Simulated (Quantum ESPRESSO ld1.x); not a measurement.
Species: neutral holmium. Configuration: [Xe] 4f11 6s1 6p1 (not the ground configuration).

Method: scalar-relativistic Kohn-Sham, LDA (Slater exchange, Perdew-Wang correlation), spin-polarised, spherical densities, point nucleus; open shells are filled with parallel spins first; computed with ld1.x of Quantum ESPRESSO 7.5.

Energy parts (eV):
total: -343087.8
kinetic: 370995.8
electron-nucleus: -840965.9
Hartree: 134017.4
exchange-correlation: -7135.1

Orbitals (lengths in bohr, moments of r in powers of bohr; <r^-3> diverges for s and p1/2):
| orbital | occ. | eigenvalue (eV) | <r^4> | <1/r> | <r^-3> | <r^2> |
|---|---|---|---|---|---|---|
| 1s up | 1 | -55451.6 | 9.271e-07 | 76.01 | - | 0.0005888 |
| 1s down | 1 | -55451.5 | 9.271e-07 | 76.01 | - | 0.0005888 |
| 2s up | 1 | -9277.20 | 0.0001449 | 17.68 | - | 0.009179 |
| 2s down | 1 | -9277.13 | 0.0001449 | 17.68 | - | 0.009179 |
| 2p up | 3 | -8222.10 | 0.0001096 | 16.38 | 13540 | 0.007445 |
| 2p down | 3 | -8222.06 | 0.0001096 | 16.38 | 13540 | 0.007445 |
| 3s up | 1 | -2072.91 | 0.005519 | 6.508 | - | 0.06051 |
| 3s down | 1 | -2071.65 | 0.005512 | 6.511 | - | 0.06048 |
| 3p up | 3 | -1750.53 | 0.005813 | 6.092 | 2896 | 0.06082 |
| 3p down | 3 | -1749.27 | 0.005803 | 6.095 | 2898 | 0.06078 |
| 3d up | 5 | -1340.60 | 0.004575 | 5.779 | 386.3 | 0.05079 |
| 3d down | 5 | -1339.62 | 0.004564 | 5.782 | 386.7 | 0.05073 |
| 4s up | 1 | -410.921 | 0.1348 | 2.751 | - | 0.3043 |
| 4s down | 1 | -408.326 | 0.1350 | 2.751 | - | 0.3044 |
| 4p up | 3 | -304.765 | 0.1782 | 2.520 | 654.4 | 0.3448 |
| 4p down | 3 | -302.209 | 0.1786 | 2.519 | 653.8 | 0.3450 |
| 4d up | 5 | -161.380 | 0.2797 | 2.223 | 73.11 | 0.4134 |
| 4d down | 5 | -158.882 | 0.2814 | 2.221 | 72.96 | 0.4143 |
| 5s up | 1 | -52.4560 | 5.018 | 1.043 | - | 1.827 |
| 5s down | 1 | -51.1629 | 5.124 | 1.036 | - | 1.846 |
| 5p up | 3 | -27.7904 | 11.04 | 0.8627 | 82.41 | 2.627 |
| 5p down | 3 | -26.7714 | 11.21 | 0.8563 | 80.68 | 2.652 |
| 4f up | 7 | -5.6162 | 3.601 | 1.609 | 9.875 | 0.9809 |
| 6s up | 1 | -5.1106 | 454.8 | 0.3241 | - | 17.00 |
| 6s down | 0 | -4.0063 | 531.0 | 0.3204 | - | 17.97 |
| 4f down | 4 | -3.4358 | 4.584 | 1.586 | 9.640 | 1.060 |
| 6p up | 1 | -2.0859 | 1733 | 0.2320 | 4.848 | 32.74 |
| 6p down | 0 | -1.2167 | 3179 | 0.2074 | 3.640 | 42.70 |

The highest occupied level is 6p up at -2.086 eV. The configuration is held as typed, so some empty levels lie below it. Summed over all electrons, <r^2> = 88.23 bohr^2, which gives a Langevin (diamagnetic) susceptibility term of -69.9 x 10^-6 cm^3/mol. The density falls to 0.001 e/bohr^3 at r = 5.26 bohr. Spin moment in Bohr magnetons: 5.
